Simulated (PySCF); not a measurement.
C4H5, charge -1, singlet, at a GFN2-xTB geometry (in this run its highest filled SCF level lies above zero, so its values depend strongly on the basis, on diffuse functions most of all). Base run: PySCF with TPSS/STO-3G.

Here is a job for PySCF.
```python
from pyscf import gto, scf, dft

mol = gto.Mole()
mol.atom = '''
    C     0.01838829    1.09261235    0.31793151
    C     0.04322136   -1.09887314    0.29296768
    C     0.86364242    0.01454600   -0.41782223
    C    -0.64697488   -0.00242694   -0.43053395
    H    -0.11541859    1.12684033    1.41520083
    H    -0.00676947    2.10157076   -0.11435886
    H    -0.08949244   -1.16110732    1.38913817
    H     0.04081885   -2.09803459   -0.16219775
    H    -1.49880154   -0.00441880   -1.10304047
'''
mol.basis = 'sto-3g'
mol.charge = -1
mol.verbose = 4
mol.build()

mf = dft.RKS(mol)
mf.xc = 'tpss'
mf.kernel()
```

Variants of this job, named by their change:

```csv
change,ΔE vs base (mEh),SCF cycles,outcome
base,0.000,9,converged
DIIS = EDIIS,-,50,not converged
conv_tol = 1e-12,0.000,10,converged
conv_tol_grad = 1e-7,0.000,10,converged
diis = off; damp = 0.6 (with mf.diis_start_cycle = 200; with mf.max_cycle = 150),0.000,15,converged
diis_space = 20,0.000,9,converged
conv_tol = 1e-7,0.000,8,converged
level_shift = 1.0 (with mf.max_cycle = 100),0.000,26,converged
level_shift = 0.5 (with mf.max_cycle = 100),0.000,14,converged
conv_tol = 1e-11,0.000,9,converged
level_shift = 0.1 (with mf.max_cycle = 100),0.000,8,converged
conv_tol_grad = 1e-3,0.000,9,converged
init_guess = atom,0.000,9,converged
```
